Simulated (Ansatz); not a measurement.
`P[SiH]1CC1` + `[BH2][GeH2][F]` → `[BH2][GeH2][PH2]` + `F[SiH]1CC1` at 400 K and 1 bar (redistribution).

Calculated with Ansatz (gas phase, PBE0-D4/def2-TZVP geometries, no zero-point term in ΔE). CBS: MP2 limit from def2 TZ/QZ plus the TZ coupled-cluster correction, frozen cores. For Ge outer-core shells are correlated without core-valence functions, which leaves a few kJ/mol of doubt a bond. Scalar relativity is left out up to krypton. One conformer a species, not always the lowest.

| species | CCSD(T)/CBS energy (Eh) | H − E (kJ/mol) | S (J/(mol·K)) |
| --- | --- | --- | --- |
| `P[SiH]1CC1` | -710.29768 | 240.6 | 358.7 |
| `[BH2][GeH2][F]` | -2203.09407 | 123.8 | 328.3 |
| `[BH2][GeH2][PH2]` | -2445.41219 | 170.7 | 373.3 |
| `F[SiH]1CC1` | -468.00632 | 194.0 | 320.6 |

H − E and S are ideal-gas, rigid-rotor, harmonic terms from PBE0-D4/def2-TZVP, for one conformer and one mirror image of each species. 1 Eh = 2625.50 kJ/mol, R = 8.31446 J/(mol·K).

By hand: ΔE, ΔH, ΔS and ΔG.

ΔE = (-2445.41219) + (-468.00632) − (-710.29768) − (-2203.09407) = -0.02676 Eh = -70.3 kJ/mol. Δ(H − E) = 170.7 + 194.0 − 240.6 − 123.8 = 0.3, so ΔH = -70.0 kJ/mol. ΔS = 373.3 + 320.6 − 358.7 − 328.3 = 6.9 J/(mol·K). ΔG = -70.0 − 400 × (6.9)/1000 = -72.8 kJ/mol.

By hand: the equilibrium constant, and the temperature at which ΔG would vanish if ΔH and ΔS stayed fixed.

log₁₀ K = −ΔG/(RT ln 10) = 9.5. ΔH and −TΔS have one sign here, so there is no such temperature.

The number of gas molecules stays the same, so ΔS is small and ΔH decides. A doubt of 5 kJ/mol in ΔE shifts log₁₀ K by 0.7 here. Other conformers and mirror images would add mixing entropy, several J/(mol·K) or more a flexible species. These are equilibria of isolated gas molecules and say nothing of rates. Largest T1 diagnostic: 0.013 (customary marks: 0.02 for closed shells, 0.045 for open ones).

ΔS is within the doubt of such terms, so its sign, and with it that verdict, could turn.
